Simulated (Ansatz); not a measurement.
CH$_{4}$AlClSi, SMILES `[Cl][Al]1[CH2][SiH2]1`, relaxed with RKS PBE0-D4/def2-TZVP in Ansatz from a PBE-D4/def2-SVP geometry. The force threshold is 0.005 eV/Å; the program also tests the step.

Charge 0, multiplicity 1.

Start:

```xyz
8

Cl    0.617    2.446    2.482
Al    0.169    1.082    0.932
C     0.543   -0.721    0.294
Si   -0.750    0.088   -0.976
H     0.258   -1.673    0.788
H     1.547   -0.850   -0.172
H    -0.274    0.187   -2.403
H    -2.111   -0.560   -0.945
```

By how much does the energy fall, and how many steps does the optimiser take? (An estimate is asked.)

Computed: 3.69 kJ/mol, in 12 steps, 1 of them rejected.

Which bonds change most? (Best estimate.)

Computed: C3–Si4 from 1.985 to 1.941 Å; Cl1–Al2 from 2.113 to 2.087 Å; Al2–Si4 from 2.339 to 2.315 Å; C3–H5 from 1.110 to 1.089 Å.

Give the relaxed structure. (Estimate.)

Ansatz gave: 
```xyz
8

Cl    0.613    2.388    2.470
Al    0.157    1.077    0.912
C     0.504   -0.723    0.302
Si   -0.702    0.078   -0.991
H     0.278   -1.703    0.721
H     1.523   -0.740   -0.110
H    -0.292    0.096   -2.422
H    -2.081   -0.474   -0.882
```
